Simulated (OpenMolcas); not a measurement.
Ag3+: effect of the metal basis

Ag3+ with its 6 nearest fluoride ions at 2.101 Å, on the Y site of Cs2NaYF6 (a = 9.075 Å, distance in the model lattice 2.178 Å). The rest of the host is ab initio model potentials to 7.6 Å and point charges beyond; the distance is set by hand and nothing relaxes.

| Property | Result |
| --- | --- |
| Program | OpenMolcas |
| Method | SS-CASPT2, IPEA 0.25 Eh, imaginary shift 0.1 Eh (closed shells correlated: 4s 4p and the ligand valence shells) |
| Spin-orbit coupling | state interaction with AMFI integrals over the reference wave functions |

Fixed: ligand basis ANO-RCC-VDZP, active space 8 electrons in 5 orbitals (4d), DKH2 Hamiltonian.

States (labels of O, the rotations of Oh). Energies in cm-1 above the lowest state or level, χT in cm3 K/mol.

```json
{"Run": "A", "Metal basis": "ANO-RCC-VDZP", "Ground state": "3A2", "First state of that spin": "3T2 22000", "First gap with spin-orbit (degeneracies)": "3670 (3, 2)", "χT at 300 K": "1.202", "First state of another spin": "1E 3710", "Cost": "roughly 120 core-seconds"}
{"Run": "B", "Metal basis": "ANO-RCC-VTZP", "Ground state": "3A2", "First state of that spin": "3T2 21360", "First gap with spin-orbit (degeneracies)": "3600 (3, 2)", "χT at 300 K": "1.222", "First state of another spin": "1E 3630", "Cost": "roughly 3 core-minutes"}
```

Against A, the first state of the same spin changes by -2.9 % in B.

Costs are those of the CASPT2 steps.

Roots that are degenerate in the reference are averaged as groups; the widest CASPT2 spread within a group is 760 cm-1 (the 3-fold group of multiplicity 1 near 26200 cm-1 above the lowest state of its run, A). Shifts and gaps below about the spread of the groups concerned are not significant. Over all roots computed the reference weight is 0.62 to 0.71 in A, 0.64 to 0.70 in B; the roots of lowest weight are the least certain, and an intruder state may touch them. Real 4d8 and 5d8 ions are as a rule square planar and diamagnetic. Ligand-to-metal charge-transfer states are missing. With no ligand orbital active B as a rule stays too high, so bands that hang on it stand too high and its fall with covalency is understated. With one d shell and no ligand orbital active, 10Dq can be off by a tenth or more. The least metal-like active orbital is 71 % on the metal (Löwdin) and no ligand orbital is active, so the numbers are rough (holds for A). The least metal-like active orbital is 75 % on the metal (Löwdin) and no ligand orbital is active, so the numbers are rough (holds for B). No measured value stands beside these numbers; the geometry was set by hand and not optimised.
